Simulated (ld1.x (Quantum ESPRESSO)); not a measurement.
# Cl (Z = 17): excitation energies, all-electron against TM

| Property | Result |
| --- | --- |
| Element | Cl (Z = 17) |
| Generator | ld1.x (Quantum ESPRESSO) 7.5 |
| Type | norm-conserving Troullier–Martins (Kleinman–Bylander form) |
| Functional | PBEsol |
| Relativity | scalar-relativistic |
| Frozen core | [Ne] |
| Valence charge | 7 |
| Reference configuration | 3s1.5 3p5.5 |
| Partial waves | 3s (bound): rc 0.90 bohr; 3p (bound): rc 1.50 bohr; 3d channel at 0.25 Ry: rc 1.40 bohr |
| Local potential | all-electron potential smoothed inside 1.20 bohr (lloc = -1) |
| Core correction | a·sin(br)/r model core inside 0.92 bohr |

Energies are relative to the spin-unpolarised reference configuration 3s1.5 3p5.5; without spin polarisation the order of configurations can differ from experiment.

Question: Give the all-electron excitation energy and the error of the potential for: 3s2 3p5; 3s2 3p4; 3s2 3p3; 3s2 3p1; 3s2 3p4.5; 3s1 3p6; 3s2 3p2.

Answer:

```csv
valence configuration,charge,ΔE all-electron (eV),error AE − PS (meV)
3s2 3p5,0,-6.043,-0.3
3s2 3p4,+1,7.793,+3.3
3s2 3p3,+2,33.191,+36
3s2 3p1,+4,123.640,+334
3s2 3p4.5,+0.5,-0.479,-0.4
3s1 3p6,0,6.071,0.0
3s2 3p2,+3,71.445,+130
```
